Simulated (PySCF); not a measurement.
Structure with atom numbers: `[CH3:1][N:2]([CH3:3])[SiH2:4][N-:5][SiH3:6]`; H(Xn) means a hydrogen on atom n.

Geometry: GFN2-xTB; GIAO shifts from PySCF, gas phase, non-relativistic, averaged over equivalent atoms.

At PBE0/pcSseg-1 (171 basis functions, 21 s wall time on 1 thread of an Arm Neoverse V2, shared host):
| atoms | δ (ppm) |
| --- | --- |
| C1/C3 | 43.6 |
| N5 | 39.3 |
| N2 | 34.8 |
| Si4 | -50.6 |
| Si6 | -93.1 |
| H(Si4) | 5.33 |
| H(Si6) | 5.25 |
| H(C1)/H(C3) | 2.59 |

Shifts are taken against calculated references (same method and geometry level): 13C (σref 186.93), 29Si (σref 349.16), 1H (σref 31.72) against TMS; 15N (σref 267.73) vs NH3.

Estimate the result of repeating the calculation with X3LYP/pcSseg-1.

Results:


```tsv
atoms	δ at X3LYP/pcSseg-1	change
C1/C3	44.5	+0.9
N5	46.4	+7.1
N2	40.6	+5.8
Si4	-56.8	-6.2
Si6	-100.0	-6.9
H(Si4)	5.27	-0.06
H(Si6)	5.19	-0.06
H(C1)/H(C3)	2.62	+0.03
```

δ = σ(ref) − σ, references computed at the same level: 13C (182.17 ppm), 29Si (335.28 ppm), 1H (31.81 ppm) vs TMS; 15N (266.73 ppm) vs NH3.

The largest change is at N5 (nitrogen bonded to 2 Si). Cost: 171 basis functions, 22 s wall time on 1 thread of an Arm Neoverse V2, shared host.

Experimental scales use liquid or dissolved standards, which lie at an offset from isolated NH3 (liquid NH3: subtract about 20 ppm).
